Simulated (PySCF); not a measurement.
CH₃BeCl, SMILES [CH3][Be][Cl]. Heavy atoms are numbered as in [Be:1]([Cl:2])[CH3:3]. Hydrogens are named by the atom that carries them.

Geometry: r2SCAN-D4/def2-TZVP.

The numbers are results of HF/pcSseg-2 in PySCF, not measurements.

GIAO shieldings, no solvent; atoms alike by connectivity are averaged. δ = σ(ref) − σ: ³⁵Cl against HCl (σ = 947.2 ppm); ¹³C against TMS (σ = 193.3 ppm); ¹H against TMS (σ = 31.98 ppm), references at their B3LYP-D3(BJ)/def2-TZVP geometries, non-relativistic (without spin–orbit terms, shifts of atoms bonded to Cl or Br come out too high).

```csv
nucleus,atoms,count,δ (ppm)
³⁵Cl,Cl2,1,-23.9
¹³C,C3 (CH3),1,-14.7
¹H,H on C3,3,-0.40
```
